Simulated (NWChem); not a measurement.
Everything below was run with NWChem. System: pyrimidine (C4H4N2), charge 0, spin multiplicity 1, at a geometry optimised with B3LYP/def2-SVP. Level: RHF/def2-SVP.

Input file:

```
start mol
memory heap 200 mb stack 900 mb global 1100 mb
geometry units angstroms nocenter noautoz
  C      0.000000     0.000000     1.357097
  C     -1.186706     0.000000     0.620859
  N     -1.193565     0.000000    -0.714454
  C      0.000000     0.000000    -1.312463
  N      1.193565     0.000000    -0.714454
  C      1.186706     0.000000     0.620859
  H      0.000000     0.000000     2.449079
  H     -2.162267     0.000000     1.122416
  H      0.000000     0.000000    -2.409663
  H      2.162267     0.000000     1.122416
  symmetry group C2v
end
basis spherical
  * library def2-svp
end
scf
  rhf
  nopen 0
  maxiter 100
  thresh 1e-7
  semidirect memsize 60000000 filesize 0
end
task scf energy
```

Output (cleaned and shortened):

```
             Northwest Computational Chemistry Package (NWChem) 7.3.0
             --------------------------------------------------------

                                NWChem Input Module
                                -------------------

 Scaling coordinates for geometry "geometry" by  1.889725989
 (inverse scale =  0.529177249)

 Turning off AUTOSYM since
 SYMMETRY directive was detected!

                             Geometry "geometry" -> ""
                             -------------------------

 Output coordinates in angstroms (scale by  1.889725989 to convert to a.u.)

  No.       Tag          Charge          X              Y              Z
 ---- ---------------- ---------- -------------- -------------- --------------
    1 C                    6.0000     0.00000000     0.00000000     1.35709700
    2 C                    6.0000    -1.18670600     0.00000000     0.62085900
    3 N                    7.0000    -1.19356500     0.00000000    -0.71445400
    4 C                    6.0000     0.00000000     0.00000000    -1.31246300
    5 N                    7.0000     1.19356500     0.00000000    -0.71445400
    6 C                    6.0000     1.18670600     0.00000000     0.62085900
    7 H                    1.0000     0.00000000     0.00000000     2.44907900
    8 H                    1.0000    -2.16226700     0.00000000     1.12241600
    9 H                    1.0000     0.00000000     0.00000000    -2.40966300
   10 H                    1.0000     2.16226700     0.00000000     1.12241600

 Effective nuclear repulsion energy (a.u.)     208.6267661958

            Nuclear Dipole moment (a.u.)
            ----------------------------
        X                 Y               Z
 ---------------- ---------------- ----------------
     0.0000000000     0.0000000000     0.0000075589

      Symmetry information
      --------------------

 Group name             C2v
 Group number             16
 Group order               4
 No. of unique centers     7

      Symmetry unique atoms

     1    2    3    4    7    8    9


 Summary of "ao basis" -> "" (spherical)
[...]
    33      0.151303   3 N  py               61      0.151303   5 N  py

 Vector   22  Occ=0.000000D+00  E= 9.841835D-02  Symmetry=a2
              MO Center=  7.0D-16,  2.2D-15,  2.1D-01, r^2= 3.3D+00
   Bfn.  Coefficient  Atom+Function         Bfn.  Coefficient  Atom+Function
  ----- ------------  ---------------      ----- ------------  ---------------
    22      0.500020   2 C  py               78     -0.500020   6 C  py
    36     -0.399492   3 N  py               64      0.399492   5 N  py
    19      0.316910   2 C  py               75     -0.316910   6 C  py
    33      0.259659   3 N  py               61     -0.259659   5 N  py

 Vector   23  Occ=0.000000D+00  E= 1.108157D-01  Symmetry=b2
              MO Center= -1.1D-15, -3.2D-17, -1.0D-01, r^2= 3.5D+00
   Bfn.  Coefficient  Atom+Function         Bfn.  Coefficient  Atom+Function
  ----- ------------  ---------------      ----- ------------  ---------------
     8      0.592488   1 C  py               50      0.543742   4 C  py
    47      0.367236   4 C  py               22     -0.346884   2 C  py
    78     -0.346884   6 C  py                5      0.297975   1 C  py
    36     -0.215378   3 N  py               64     -0.215378   5 N  py
    19     -0.179090   2 C  py               75     -0.179090   6 C  py

 Vector   24  Occ=0.000000D+00  E= 1.853183D-01  Symmetry=a1
              MO Center=  2.8D-13,  1.5D-16,  2.0D+00, r^2= 6.4D+00
   Bfn.  Coefficient  Atom+Function         Bfn.  Coefficient  Atom+Function
  ----- ------------  ---------------      ----- ------------  ---------------
    86      1.534156   7 H  s                 3     -1.134828   1 C  s
    91      1.099666   8 H  s               101      1.099666  10 H  s
    17     -0.742598   2 C  s                73     -0.742598   6 C  s
     9     -0.636001   1 C  pz               21      0.427499   2 C  px
    77     -0.427499   6 C  px               96      0.258645   9 H  s

 center of mass
 --------------
 x =  -0.00000000 y =   0.00000000 z =  -0.05361366

 moments of inertia (a.u.)
 ------------------
         288.148394589711           0.000000000000           0.000000000000
           0.000000000000         584.975077226151           0.000000000000
           0.000000000000           0.000000000000         296.826682636441

  Mulliken analysis of the total density
  --------------------------------------

    Atom       Charge   Shell Charges
 -----------   ------   -------------------------------------------------------
    1 C    6     6.19   1.99  0.88  0.29  2.05  0.94  0.04
    2 C    6     5.82   1.99  0.90  0.20  1.96  0.70  0.07
    3 N    7     7.37   1.99  1.01  0.55  2.32  1.45  0.03
    4 C    6     5.73   1.99  0.91  0.16  1.94  0.64  0.09
    5 N    7     7.37   1.99  1.01  0.55  2.32  1.45  0.03
    6 C    6     5.82   1.99  0.90  0.20  1.96  0.70  0.07
    7 H    1     0.93   0.75  0.16  0.03
    8 H    1     0.93   0.76  0.15  0.02
    9 H    1     0.93   0.76  0.15  0.02
   10 H    1     0.93   0.76  0.15  0.02

       Multipole analysis of the density wrt the origin
       ------------------------------------------------

     L   x y z        total         open         nuclear
     -   - - -        -----         ----         -------
     0   0 0 0     -0.000000      0.000000     42.000000

     1   1 0 0      0.000000      0.000000      0.000000
     1   0 1 0     -0.000000      0.000000      0.000000
     1   0 0 1      0.949972      0.000000      0.000008

     2   2 0 0    -27.848517      0.000000    164.963225
     2   1 1 0      0.000000      0.000000      0.000000
     2   1 0 1      0.000000      0.000000      0.000000
     2   0 2 0    -27.080562      0.000000      0.000000
     2   0 1 1     -0.000000      0.000000      0.000000
     2   0 0 2    -22.974462      0.000000    169.559638

 Task  times  cpu:        1.5s     wall:        1.5s

 Total times  cpu:        1.5s     wall:        1.5s
```
